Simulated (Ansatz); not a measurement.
## Molecular dynamics of H₉ClO₄

input.yaml

```yaml
accuracy: low
crystal:
  lattice:
    - [5.72967, 0.0, 0.0]
    - [0.0, 5.72967, 0.0]
    - [0.0, 0.0, 5.72967]
  atoms:
    - { symbol: O, position: [0.74685933, 0.33874919, 0.64665677] }
    - { symbol: H, position: [0.8986936, 0.33354173, 0.57611911] }
    - { symbol: H, position: [0.70850596, 0.20158787, 0.73350441] }
    - { symbol: O, position: [0.18236389, 0.94461917, -0.03303552] }
    - { symbol: H, position: [0.36903683, 0.86181911, -0.12746352] }
    - { symbol: H, position: [0.24672303, 1.05328208, 0.08758585] }
    - { symbol: O, position: [0.34617035, 0.4608021, 0.38685815] }
    - { symbol: H, position: [0.20534466, 0.50625705, 0.29644894] }
    - { symbol: H, position: [0.48789413, 0.48872643, 0.29763086] }
    - { symbol: O, position: [0.47127145, 0.77712078, 0.73172632] }
    - { symbol: H, position: [0.62924087, 0.71858603, 0.76434567] }
    - { symbol: H, position: [0.41664381, 0.64837023, 0.60848992] }
    - { symbol: Cl, position: [0.83134058, 0.64502879, 0.14431355] }
    - { symbol: H, position: [1.04445476, 0.84330029, 0.04711269] }
basis:
  ecutwfc: 420.0
kpoints:
  mp_grid: { grid: [1, 1, 1] }
hamiltonian:
  xc: pbe
scf:
  occupations: { method: fermi_dirac, width: 0.05 }
  lower_state_search: "off"
md:
  timestep: 0.5
  n_steps: 400
  ensemble: nvt_langevin
  temperature: 500.0
  initial_velocities: maxwell_boltzmann
  seed: 962855
  friction: 0.05
```

Command:

```bash
$ ansatz run input.yaml --threads 1 --pin off --max-ram 3072MiB --backend cpu --events-out ev --progress --plain --runs-dir out
```

It goes on from the last frame of an earlier run, with new velocities.

Output, in part (step lines):

```
md step     0: t =     0.00 fs  T =   464.3 K  F+E_penalty+E_count = -3494.21114989 eV  E_kin = 0.840190 eV  (8 SCF iters)
md step     1: t =     0.50 fs  T =   450.5 K  F+E_penalty+E_count = -3494.21740191 eV  E_kin = 0.815332 eV  (7 SCF iters)
md step     2: t =     1.00 fs  T =   478.8 K  F+E_penalty+E_count = -3494.19757750 eV  E_kin = 0.866464 eV  (8 SCF iters)
md step     3: t =     1.50 fs  T =   428.6 K  F+E_penalty+E_count = -3494.16344072 eV  E_kin = 0.775637 eV  (8 SCF iters)
md step     4: t =     2.00 fs  T =   409.1 K  F+E_penalty+E_count = -3494.13656515 eV  E_kin = 0.740409 eV  (8 SCF iters)
md step     5: t =     2.50 fs  T =   393.6 K  F+E_penalty+E_count = -3494.13357960 eV  E_kin = 0.712286 eV  (6 SCF iters)
md step     6: t =     3.00 fs  T =   393.8 K  F+E_penalty+E_count = -3494.14478171 eV  E_kin = 0.712710 eV  (6 SCF iters)
md step     7: t =     3.50 fs  T =   443.7 K  F+E_penalty+E_count = -3494.15091538 eV  E_kin = 0.802945 eV  (6 SCF iters)
[... lines left out ...]
md step   399: t =   199.50 fs  T =   439.3 K  F+E_penalty+E_count = -3494.21263096 eV  E_kin = 0.794886 eV  (6 SCF iters)
md step   400: t =   200.00 fs  T =   351.8 K  F+E_penalty+E_count = -3494.05472235 eV  E_kin = 0.636690 eV  (8 SCF iters)
```

The steps, from the saved trajectory:

```tsv
time (fs)	T (K)	potential energy less start (eV)
0.0	464	0.000
6.5	478	-0.073
13.0	548	-0.164
19.5	512	-0.014
26.0	487	0.038
32.5	638	0.064
39.0	505	0.137
45.5	437	0.211
52.0	597	0.038
58.5	594	-0.006
65.0	452	0.175
71.5	478	-0.158
78.0	577	0.001
84.5	564	-0.108
91.0	593	0.124
97.5	547	0.208
104.0	315	0.222
110.5	540	-0.217
117.0	573	-0.275
123.5	456	-0.205
130.0	420	-0.193
136.5	348	-0.230
143.0	293	-0.248
149.5	380	-0.170
156.0	270	-0.127
162.5	349	-0.236
169.0	478	-0.223
175.5	441	-0.268
182.0	434	-0.146
188.5	344	-0.017
195.0	239	0.188
```

All steps were run. The mean temperature of the second half is 20 % below the set value. A run of 0.2 ps of so small a system gives no equilibrium averages. Limits of this set-up: coarse k mesh, low accuracy level.

Mean squared displacements from the first frame to the last, about the centre of mass: O 0.17 Å², H 0.49 Å², Cl 0.05 Å².

Last frame:

```xyz
14
Lattice="5.7297 0.0000 0.0000 0.0000 5.7297 0.0000 0.0000 0.0000 5.7297" Properties=species:S:1:pos:R:3
O 4.099 1.479 4.312
H 4.703 1.971 4.811
H 4.499 0.701 3.927
O 1.341 5.317 -0.144
H 2.493 4.566 -0.933
H 1.816 6.186 0.059
O 2.162 2.756 2.435
H 1.166 2.610 2.328
H 2.617 3.010 1.558
O 3.132 4.365 4.143
H 3.796 4.000 4.755
H 2.722 3.771 3.429
Cl 4.663 3.468 0.892
H 6.384 5.099 0.531
```

Run time: 3.6 min on 1 thread of Intel(R) Xeon(R) Platinum 8488C (Sapphire Rapids), with other jobs on the host, peak memory 0.38 GiB.
